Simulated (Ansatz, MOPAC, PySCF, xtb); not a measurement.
Pair of molecules: C2H4 (SMILES C=C) (first 6 atoms) with HBr (SMILES Br); geometry from B3LYP-D3(BJ)/def2-TZVP, rigid monomers moved along the line of their centres of mass till C2···H8 is 2.21 Å.
(charge 0, multiplicity 1):
```xyz
8

C     -0.145    -0.591     0.324
C      0.139     0.689     0.115
H      0.630    -1.347     0.362
H     -1.164    -0.933     0.461
H     -0.637     1.444     0.075
H      1.157     1.030    -0.025
Br     0.305     0.556     3.717
H      0.180     0.350     2.301
```

Interaction energies are E(AB) − E(A) − E(B) at the monomers' geometry in the complex; basis-set methods are counterpoise corrected. Rows marked so take none.

Rows in 3-21G, 6-31G*, STO-3G carry no dispersion term and start afresh at each structure (6-31G* with six Cartesian d functions); the Pople sets are all-electron and without relativity. The state that PM3 reach isn't checked.

The values were computed with Ansatz (Gaussian basis) for Hartree–Fock, density functionals and correlated methods; MOPAC for PM3 (differences of heats of formation); PySCF for 3-21G rows, 6-31G* rows, STO-3G rows, the dispersion terms; xtb for the GFN methods. 

```json
[
 {"level": "PM3", "interaction energy (kcal/mol)": "-3.51"},
 {"level": "GFN1-xTB", "interaction energy (kcal/mol)": "-1.00"},
 {"level": "GFN2-xTB", "interaction energy (kcal/mol)": "-2.93"},
 {"level": "HF/STO-3G (no counterpoise)", "interaction energy (kcal/mol)": "1.06"},
 {"level": "HF/3-21G (no counterpoise)", "interaction energy (kcal/mol)": "-0.58"},
 {"level": "HF/6-31G*", "interaction energy (kcal/mol)": "1.70"},
 {"level": "r2SCAN/def2-TZVPPD", "interaction energy (kcal/mol)": "-2.63"},
 {"level": "PBE0-D3(BJ)/def2-TZVPPD", "interaction energy (kcal/mol)": "-3.24"},
 {"level": "wB97X-V/def2-TZVPPD", "interaction energy (kcal/mol)": "?"}
]
```

Complete the blanks.


- wB97X-V/def2-TZVPPD, interaction energy (kcal/mol): -1.87

Ansatz is a quantum-chemistry and plane-wave program.
